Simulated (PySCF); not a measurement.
**Excitation energy of He by level of theory**

He 1s2 (1S) → He 1s1 2p1 (3P), as a difference of total energies. Computed with PySCF 2.14 in aug-cc-pVTZ (4s3p2d, 23 functions), with no relativity, point nucleus. Correlated levels: valence: nothing frozen. The calculations carry no spin-orbit coupling.

```
           method  excitation energy (eV)  error (eV)
              UHF                  23.121      +2.157
              LDA                  23.422      +2.458
              PBE                  23.426      +2.462
             PBE0                  23.527      +2.563
           r2SCAN                  23.786      +2.822
             BLYP                  23.949      +2.985
          LC-wPBE                  23.800      +2.836
            HSE06                  23.534      +2.570
          wB97M-V                  24.172      +3.208
    MP2 (valence)                  23.950      +2.986
SCS-MP2 (valence)                  24.190      +3.226
```

Reference: 20.964 eV (measured; NIST levels, between the centres of gravity of the two terms).

Errors of the correlated levels include the incompleteness of this basis.

The promoted electron is Rydberg-like, and one or two diffuse shells describe it only roughly, which tends to raise the upper state.

In the upper state the promoted electron has a positive orbital energy at LDA, PBE, PBE0, r2SCAN, BLYP, HSE06, wB97M-V, so the basis confines it.
